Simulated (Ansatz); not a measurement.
Complex (SMILES): Cl (HCl) with Cl (HCl), atoms 1 to 2 the first; geometry from B3LYP-D3(BJ)/def2-TZVP, monomers rigid:
```xyz
4

Cl     0.8867    -0.0511     0.1397
H     -0.2309     0.0366     0.7652
Cl    -0.6491    -3.0596    -1.4835
H      0.0587    -2.0731    -1.0529
```

Basis-set convergence of the uncorrected interaction energy at PBE with Ansatz (a quantum-chemistry and plane-wave program). Cartesian d functions, on some or all atoms, in 6-31G*, 6-31+G*, 6-311G**, 6-311+G**; all else is spherical. The program fits the integrals of some runs and decomposes those of others, by size. No added dispersion term, no relativity. Functions are those of the species that has most. Reference: the counterpoise-corrected one, the value in aug-cc-pV(5+d)Z, -1.98 kcal/mol. Deviations are taken from unrounded values.

```csv
basis,functions,uncorrected interaction energy (kcal/mol)
6-31G*,42,-2.39
6-31+G*,50,-2.17
def2-SVP,46,-3.91
def2-SVPD,70,-2.60
pcseg-1,46,-2.16
aug-pcseg-1,72,-2.36
cc-pV(D+d)Z,56,-2.73
aug-cc-pV(D+d)Z,82,-2.15
6-311G**,66,-1.92
6-311+G**,74,-2.15
def2-TZVP,86,-2.36
def2-TZVPD,110,-2.06
pcseg-2,96,-2.11
aug-pcseg-2,146,-2.07
cc-pV(T+d)Z,106,-2.21
aug-cc-pV(T+d)Z,156,-2.02
def2-TZVPP,112,-2.32
def2-TZVPPD,136,-2.04
cc-pV(Q+d)Z,188,-2.10
aug-cc-pV(Q+d)Z,270,-1.99
pcseg-3,194,-1.99
aug-pcseg-3,276,-1.97
def2-QZVPP,200,-2.05
def2-QZVPPD,224,-1.98
cc-pV(5+d)Z,310,-2.04
aug-cc-pV(5+d)Z,432,-1.99
```

What the diffuse functions change, pair by pair:
- 6-31G* to 6-31+G*: 8 more functions, deviation -0.41 to -0.19 kcal/mol
- def2-SVP to def2-SVPD: 24 more functions, deviation -1.93 to -0.63 kcal/mol
- pcseg-1 to aug-pcseg-1: 26 more functions, deviation -0.19 to -0.39 kcal/mol
- cc-pV(D+d)Z to aug-cc-pV(D+d)Z: 26 more functions, deviation -0.76 to -0.17 kcal/mol
- 6-311G** to 6-311+G**: 8 more functions, deviation 0.06 to -0.17 kcal/mol
- def2-TZVP to def2-TZVPD: 24 more functions, deviation -0.38 to -0.08 kcal/mol
- pcseg-2 to aug-pcseg-2: 50 more functions, deviation -0.13 to -0.09 kcal/mol
- cc-pV(T+d)Z to aug-cc-pV(T+d)Z: 50 more functions, deviation -0.23 to -0.04 kcal/mol
- def2-TZVPP to def2-TZVPPD: 24 more functions, deviation -0.34 to -0.07 kcal/mol
- cc-pV(Q+d)Z to aug-cc-pV(Q+d)Z: 82 more functions, deviation -0.13 to -0.02 kcal/mol
- pcseg-3 to aug-pcseg-3: 82 more functions, deviation -0.01 to 0.00 kcal/mol
- def2-QZVPP to def2-QZVPPD: 24 more functions, deviation -0.08 to -0.01 kcal/mol
- cc-pV(5+d)Z to aug-cc-pV(5+d)Z: 122 more functions, deviation -0.07 to -0.02 kcal/mol

Leaving out the reference's own pair, they bring the value nearer the reference by more than 0.01 kcal/mol in 9 of 12 pairs.
